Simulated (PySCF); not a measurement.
**M06-L on Ar⁺ (argon, charge +1)**

Configuration: [Ne] 3s2 3p5, 2P determinant. Calculation: PySCF 2.14, in jorge-DZP-DKH (7s4p1d, 24 functions); scalar relativity by spin-free X2C-1e.

```json
{
 "Total energy": "-528.7536 hartree",
 "One-electron energy": "-722.0366 hartree",
 "Hartree (Coulomb) energy": "223.9764 hartree",
 "Exchange-correlation energy": "-30.6933 hartree",
 "⟨S²⟩": "0.7524",
 "⟨L²⟩": "2.008",
 "Sum of ⟨r⟩": "13.74 bohr",
 "Sum of ⟨r²⟩": "20.03 bohr²",
 "Traceless quadrupole moment −½Σ⟨3z² − r²⟩ along its main axis": "1.17 e·bohr²",
 "Langevin diamagnetic susceptibility": "-15.9 ×10⁻⁶ cm³/mol",
 "Time after the integrals": "0.16 s of wall time on 1 thread of Intel(R) Xeon(R) Platinum 8559C (shared host)"
}
```

```tsv
shell	electrons	mean orbital energy (eV)	spread (eV)	rms radius, mean of both spins (bohr)
1s α	1	-3147.7	0	0.0992
1s β	1	-3147.5	0	0.0992
2s α	1	-317.68	0	0.448
2s β	1	-317.57	0	0.448
2p α	3	-247.56	0.855	0.419
2p β	3	-247.29	0.405	0.419
3s α	1	-38.658	0	1.48
3s β	1	-36.658	0	1.48
3p α	3	-23.107	1.649	1.68
3p β	2	-21.691	0	1.68
```

Densities and radii are taken from the X2C orbitals without a picture-change correction, which distorts them close to the nucleus.
